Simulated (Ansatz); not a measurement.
Calculated with Ansatz (gas phase, PBE0-D4/def2-TZVP geometries, no zero-point term in ΔE). CBS: MP2 limit from def2 TZ/QZ plus the TZ coupled-cluster correction, frozen cores. This one scheme is used for every species. DFT in def2-TZVPP. HSE06 is defined as in plane-wave codes. Each species was taken in one conformer, which may not be the lowest.

`FC[C]1=[CH][AlH]1` + H₂ → `C[C]1=[CH][AlH]1` + H–F  (hydrogenolysis of a C–F bond)

Is it downhill or uphill in electronic energy at CCSD(T)/CBS, and by how much? (An estimate is asked.)

Computed: Downhill: ΔE = -107.5 kJ/mol.

What do these levels give: LDA (SPW92), r2SCAN-D4, PBE0-D4, r2SCANh-D4, HSE06-D4, ωB97X-V, r2SCAN, LC-ωPBE, HF/def2-TZVPP, MP2/def2-TZVPP, CCSD(T)/def2-TZVPP, CCSD/CBS(def2)? (Estimate.)

Ansatz gave: LDA (SPW92) -96.1, r2SCAN-D4 -94.0, PBE0-D4 -101.6, r2SCANh-D4 -96.7, HSE06-D4 -101.7, ωB97X-V -93.0, r2SCAN -94.3, LC-ωPBE -100.6, HF/def2-TZVPP -99.8, MP2/def2-TZVPP -110.8, CCSD(T)/def2-TZVPP -104.4, CCSD/CBS(def2) -109.0 kJ/mol.

Largest T1 diagnostic among the species: 0.013.

In def2-TZVPP, CCSD(T) changes the Hartree–Fock value by −4.7 kJ/mol (the triples alone add +1.5 kJ/mol) and MP2 by −11.1 kJ/mol. From BLYP to BHLYP (50 % exact exchange), in def2-TZVPP and without D4, ΔE moves by −8.6 kJ/mol.
